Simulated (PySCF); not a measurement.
SMILES O(B([SeH])[SeH])C, singlet at its CAM-B3LYP/def2-SVP optimised geometry (Å):

```
10

B     -0.4244     0.2493     0.0000
O     -1.2175    -0.8328     0.0001
C     -0.8209    -2.1824     0.0026
H     -0.2282    -2.4226     0.8998
H     -1.7274    -2.8016     0.0041
H     -0.2288    -2.4261    -0.8941
Se     1.5399     0.2493     0.0000
H      1.7274    -1.2065     0.0001
Se    -1.3724     1.9641     0.0000
H     -0.1665     2.8016    -0.0006
```

Level of theory: PySCF with CAM-B3LYP/def2-TZVP.

Map of the deformation density (molecule minus spherical neutral atoms) (e/bohr³) on the plane z = 0.8 Å:

```
|1111111111111111111111111111111|
|1111111111111111111111111111111|
|1111111111111111111111111111111|
|1111111111111111111111111111111|
|1111111111111111111111111111111|
|1111111111111111111111111111111|
|1111111111111111111111111111111|
|1111111111111111111111111111111|
|1111111112221111111111111111111|
|1111111112321111111111111111111|
|1111111111222111111111111111111|
|1111111111122111111111111111111|
|1111111111111111111111111111111|
|1111111111111000111222111111111|
|1111111111100000122222111111111|
|1111111111110000111221111111111|
|1111111111111100111111111111111|
|1111111111111100111111111111111|
|1111111111111100111111111111111|
|1111111111100000011111111111111|
|1111111111000011111111111111111|
|1111111110000342111111111111111|
|1111111111101594111111111111111|
|1111111111111352111111111111111|
|1111111111111111111111111111111|
|1111111111111111111111111111111|
|1111111111111111111111111111111|
|1111111111111111111111111111111|
|1111111111111111111111111111111|
|1111111111111111111111111111111|
|1111111111111111111111111111111|
```
Scale: ten equal steps from -0.019 (start of '0') to 0.113 (end of '9'), in the order '0123456789'; x runs from -5.00 to 5.00, y from -5.00 (bottom) to 5.00 (top).
